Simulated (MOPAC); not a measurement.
Job for MOPAC: AM1 on H8SSi2 (a complex), monomers drawn apart or pushed together.

```
AM1 1SCF PRECISE CHARGE=0 THREADS=1
H8SSi2

S      0.11707214 1    -0.62044738 1     0.19740103 1
H      0.56597115 1     0.62354368 1    -0.03293470 1
H     -1.16582462 1    -0.24740611 1     0.06577021 1
Si     1.28329346 1     0.53626850 1     6.56851587 1
Si    -0.95630803 1     1.23558979 1     6.41204406 1
H      2.13058038 1     1.25453695 1     5.58678299 1
H      1.40087693 1    -0.92060516 1     6.32823001 1
H      1.81253248 1     0.82759606 1     7.92565891 1
H     -1.44456334 1     1.70391600 1     7.73449100 1
H     -1.83517344 1     0.12873862 1     5.96573726 1
H     -1.09265112 1     2.35980329 1     5.45379092 1
```

The log:

```
*******************************************************************************
 **                                                                           **
 **                              MOPAC v23.2.5                                **
 **                                                                           **
 *******************************************************************************
 ** MOPAC's Digital Object Identifier: https://doi.org/10.5281/zenodo.6511958 **
 **                                                                           **
 ** Please cite the open-source release paper for use of this MOPAC version:  **
 ** J. E. Moussa and J. J. P. Stewart (2026)                                  **
 ** MOPAC: An open-source semiempirical molecular orbital program             **
 ** J. Open Source Softw., 11(119), 8025, https://doi.org/10.21105/joss.08025 **
 *******************************************************************************

                              AM1 CALCULATION RESULTS

 *******************************************************************************
 *  AM1        - The AM1 Hamiltonian to be used
 *
 *
 *
 *                 CHARGE ON SYSTEM = 0
 *
 *
 *
 *  PRECISE    - TIGHTER CRITERIA TO BE USED
 *  1SCF       - DO 1 SCF AND THEN STOP
 *  THREADS=1  - MULTI-THREADING NOT USED
 *  T=         - A TIME OF 172800.0 SECONDS REQUESTED
 *  DUMP=N     - RESTART FILE WRITTEN EVERY 7200.0 SECONDS REQUESTED
 *******************************************************************************
AM1 1SCF PRECISE CHARGE=0 THREADS=1
 H8SSi2

   ATOM   CHEMICAL          X               Y               Z
  NUMBER   SYMBOL      (ANGSTROMS)     (ANGSTROMS)     (ANGSTROMS)

     1       S          0.11707214  *  -0.62044738  *   0.19740103  *
     2       H          0.56597115  *   0.62354368  *  -0.03293470  *
     3       H         -1.16582462  *  -0.24740611  *   0.06577021  *
     4      Si          1.28329346  *   0.53626850  *   6.56851587  *
     5      Si         -0.95630803  *   1.23558979  *   6.41204406  *
     6       H          2.13058038  *   1.25453695  *   5.58678299  *
     7       H          1.40087693  *  -0.92060516  *   6.32823001  *
     8       H          1.81253248  *   0.82759606  *   7.92565891  *
     9       H         -1.44456334  *   1.70391600  *   7.73449100  *
    10       H         -1.83517344  *   0.12873862  *   5.96573726  *
    11       H         -1.09265112  *   2.35980329  *   5.45379092  *



          CARTESIAN COORDINATES

    NO.       ATOM           X           Y           Z

     1         S          0.1171     -0.6204      0.1974
     2         H          0.5660      0.6235     -0.0329
     3         H         -1.1658     -0.2474      0.0658
     4        Si          1.2833      0.5363      6.5685
     5        Si         -0.9563      1.2356      6.4120
     6         H          2.1306      1.2545      5.5868
     7         H          1.4009     -0.9206      6.3282
     8         H          1.8125      0.8276      7.9257
     9         H         -1.4446      1.7039      7.7345
    10         H         -1.8352      0.1287      5.9657
    11         H         -1.0927      2.3598      5.4538

  H: (AM1): M.J.S. DEWAR ET AL, J. AM. CHEM. SOC. 107 3902-3909 (1985)
 Si: (AM1): M.J.S.DEWAR, C. JIE, ORGANOMETALLICS, 6, 1486-1490 (1987).
  S: (AM1): M.J.S. DEWAR, Y-C YUAN, INORGANIC CHEMISTRY, 29, 3881:3890,  (1990)

           Empirical Formula: H8 S Si2  =    11 atoms



      MOLECULAR POINT GROUP   :   C1


      RHF CALCULATION, NO. OF DOUBLY OCCUPIED LEVELS = 11


 -------------------------------------------------------------------------------
 AM1 1SCF PRECISE CHARGE=0 THREADS=1
 H8SSi2



     1SCF WAS SPECIFIED, SO BFGS WAS NOT USED
     SCF FIELD WAS ACHIEVED


                              AM1 CALCULATION
                                                       MOPAC v23.2.5 Linux




          FINAL HEAT OF FORMATION =         18.49109 KCAL/MOL =      77.36670 KJ/MOL


          COSMO AREA              =        179.67 SQUARE ANGSTROMS
          COSMO VOLUME            =        159.52 CUBIC ANGSTROMS

          IONIZATION POTENTIAL    =          9.497719 EV
          HOMO LUMO ENERGIES (EV) =         -9.498 -0.865
          NO. OF FILLED LEVELS    =         11
          MOLECULAR WEIGHT        =         96.2942         POINT GROUP:  C1

          MOLECULAR DIMENSIONS (Angstroms)

            Atom       Atom       Distance
            H     8    H     3     8.47373
            H     9    H     2     4.63867
            H    11    H     7     3.36021


          SCF CALCULATIONS        =          1





   ATOM   CHEMICAL          X               Y               Z
  NUMBER   SYMBOL      (ANGSTROMS)     (ANGSTROMS)     (ANGSTROMS)

     1       S          0.11707214  *  -0.62044738  *   0.19740103  *
     2       H          0.56597115  *   0.62354368  *  -0.03293470  *
     3       H         -1.16582462  *  -0.24740611  *   0.06577021  *
     4      Si          1.28329346  *   0.53626850  *   6.56851587  *
     5      Si         -0.95630803  *   1.23558979  *   6.41204406  *
     6       H          2.13058038  *   1.25453695  *   5.58678299  *
     7       H          1.40087693  *  -0.92060516  *   6.32823001  *
     8       H          1.81253248  *   0.82759606  *   7.92565891  *
     9       H         -1.44456334  *   1.70391600  *   7.73449100  *
    10       H         -1.83517344  *   0.12873862  *   5.96573726  *
    11       H         -1.09265112  *   2.35980329  *   5.45379092  *

                             CARTESIAN COORDINATES

   1    S        0.117072140    -0.620447380     0.197401030
   2    H        0.565971150     0.623543680    -0.032934700
   3    H       -1.165824620    -0.247406110     0.065770210
   4   Si        1.283293460     0.536268500     6.568515870
   5   Si       -0.956308030     1.235589790     6.412044060
   6    H        2.130580380     1.254536950     5.586782990
   7    H        1.400876930    -0.920605160     6.328230010
   8    H        1.812532480     0.827596060     7.925658910
   9    H       -1.444563340     1.703916000     7.734491000
  10    H       -1.835173440     0.128738620     5.965737260
  11    H       -1.092651120     2.359803290     5.453790920


           Empirical Formula: H8 S Si2  =    11 atoms



      MOLECULAR POINT GROUP   :   C1


                  EIGENVALUES
 -19.62716 -15.93080 -15.29826 -15.17681 -12.98623 -12.95544 -12.31238 -11.82732
 -11.79075 -10.82482  -9.49772  -0.86478   0.91963   1.22169   1.24842   1.53357
   1.55070   1.56273   2.02375   2.12322


              NET ATOMIC CHARGES AND DIPOLE CONTRIBUTIONS

  ATOM NO.   TYPE          CHARGE      No. of ELECS.   s-Pop       p-Pop
    1          S          -0.108579        6.1086     1.89211     4.21647
    2          H           0.054266        0.9457     0.94573
    3          H           0.054313        0.9457     0.94569
    4         Si           0.328938        3.6711     0.90022     2.77084
    5         Si           0.322817        3.6772     0.90120     2.77598
    6          H          -0.108899        1.1089     1.10890
    7          H          -0.106380        1.1064     1.10638
    8          H          -0.109388        1.1094     1.10939
    9          H          -0.108658        1.1087     1.10866
   10          H          -0.107733        1.1077     1.10773
   11          H          -0.110698        1.1107     1.11070
 DIPOLE           X         Y         Z       TOTAL
 POINT-CHG.    -0.171     0.353    -0.118     0.410
 HYBRID        -0.650     1.245    -0.271     1.430
 SUM           -0.821     1.598    -0.389     1.838


          ATOMIC ORBITAL ELECTRON POPULATIONS

     Atom    s        px        py        pz
    1  S   1.89211   1.09951   1.15264   1.96431
    2  H   0.94573
    3  H   0.94569
    4 Si   0.90022   0.96247   0.90824   0.90013
    5 Si   0.90120   0.96899   0.90644   0.90055
    6  H   1.10890
    7  H   1.10638
    8  H   1.10939
    9  H   1.10866
   10  H   1.10773
   11  H   1.11070

 **********************
 *                    *
 * JOB ENDED NORMALLY *
 *                    *
 **********************




 == MOPAC DONE ==
```

The run finished.

Cost: roughly 0.04 core-seconds.
